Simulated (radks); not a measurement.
Values are calculated unless marked as measured or tabulated.
Zn I, configuration [Ar] 3d10 4s2. Code: a radial shooting solver on a logarithmic mesh with Libxc functionals. Model: Dirac Kohn-Sham, PW91, spin-unpolarised, spherical densities, point nucleus.

Normalised radial functions P(r) = r R(r) (large component), r in bohr:

```
   r/bohr * 3p1/2, o 4s1/2 (the largest magnitude, 1.28, reaches the edge; | marks zero, & curves that meet)
 0.002878                             *o
 0.004328                             *o
 0.006561                             *o
 0.009866                             |&
  0.01484                             |*o
  0.02231                             | &
  0.03355                             | o  *
  0.05086                             |o      *
  0.07648                            o|           *
    0.115                          o  |             *
    0.173                          o  |          *
   0.2601                           * o
   0.3943          *                  |    o
   0.5929  *                          |    o
   0.8917         *                  o|
    1.341                   o *       |
    2.016               o           * |
    3.032                  o          *
    4.597                        o    *
    6.912                            o*
```

3p1/2: eigenvalue -85.503 eV, 1 radial node at r = 0.247 bohr, <r> = 0.706 bohr, 90 % of the charge inside 1.09 bohr. 4s1/2: eigenvalue -6.046 eV, 3 radial nodes at r = 0.0649, 0.270, 0.846 bohr, <r> = 2.65 bohr, 90 % of the charge inside 4.11 bohr.
